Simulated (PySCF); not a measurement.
## NMR parameters from quadrupole coupling constants

Compound: C₇H₉FN₂.
Geometry (GFN2-xTB, Å), atoms numbered from 1 in this order:
```
atom  x, y, z in Å
C1    -1.7665    1.0837   -0.1994
C2    -0.9733   -0.0592    0.4389
C3    -1.5309   -1.4180    0.0095
C4     0.4809    0.0498    0.0760
C5     0.9355   -0.0513   -1.2488
N6     2.1994    0.0374   -1.5952
N7     3.1215    0.2306   -0.6992
C8     2.7731    0.3379    0.5597
F9     3.7639    0.5372    1.4331
C10    1.4622    0.2582    1.0280
H11   -1.3656    2.0468    0.1093
H12   -2.8076    1.0285    0.1090
H13   -1.7253    1.0244   -1.2841
H14   -1.0597    0.0238    1.5279
H15   -0.9493   -2.2256    0.4488
H16   -2.5617   -1.5157    0.3402
H17   -1.5056   -1.5233   -1.0719
H18    0.2531   -0.2110   -2.0702
H19    1.2462    0.3553    2.0810
```

Computed at PBE0/pcSseg-1 (PySCF, non-relativistic):

```csv
atom,environment,nucleus,spin I,Q (b),CQ = χzz (MHz),η
N6,pyridine-type nitrogen,14N,1,0.02044,-6.471,0.155
N7,pyridine-type nitrogen,14N,1,0.02044,-5.643,0.029
```

Which field gradients stand behind these couplings (CQ in MHz = 234.96 × Q in b × Vzz in au)?

Vxx = −Vzz(1 − η)/2 and Vyy = −Vzz(1 + η)/2, in au:

```
atom  Vxx (au)  Vyy (au)  Vzz (au)  Vzz (10²¹ V/m²)
  N6     0.569     0.778    -1.347           -13.09
  N7     0.571     0.604    -1.175           -11.42
```

Give the quadrupolar product PQ = |CQ|√(1 + η²/3), the quadrupolar frequency νQ = 3|CQ|/[2I(2I − 1)] and the Larmor frequency ν0 = |g| × 7.62259 MHz/T × B at 28.2 T, with g(14N) = 0.40376.

| atom | PQ (MHz) | νQ (MHz) | ν0 (MHz) | νQ/ν0 |
| --- | --- | --- | --- | --- |
| N6 | 6.497 | 9.707 | 86.79 | 0.112 |
| N7 | 5.644 | 8.465 | 86.79 | 0.098 |

For N6: PQ = 6.471 × 1.0040, νQ = 6.471 × 1.5000, ν0 = 3.0777 MHz/T × 28.2 T.

In the extreme-narrowing limit, with isotropic tumbling and one correlation time, the quadrupolar linewidth goes as PQ². What relative widths follow for the 14N sites?

N6 1, N7 0.75, with N6 as 1.

Quadrupolar 1/T1 and linewidth for τc = 1.5 ps (extreme narrowing, isotropic tumbling)?

Rate = (3π²/10) PQ² τc (2I + 3)/[I²(2I − 1)], the same for T1 and T2; width = rate/π.

```
     site  spin factor (2I + 3)/[I²(2I − 1)]  1/T1 (s⁻¹)  T1 (ms)  linewidth (Hz)
14N at N6                              5.000         937     1.07             298
14N at N7                              5.000         707     1.41             225
```

The couplings are those of the rigid, isolated species; surroundings and motion change them. GFN2-xTB bond lengths can be off by several hundredths of an ångström, more for odd bonds, and the gradients follow them. These gradients aren't converged with respect to the basis.

The run behind these numbers computed NMR shieldings as well. The run took 61 s on one thread, Arm Neoverse N1 (aarch64), shared host, and the process peaked at 0.96 GiB of memory.

One conformer stands for the species.
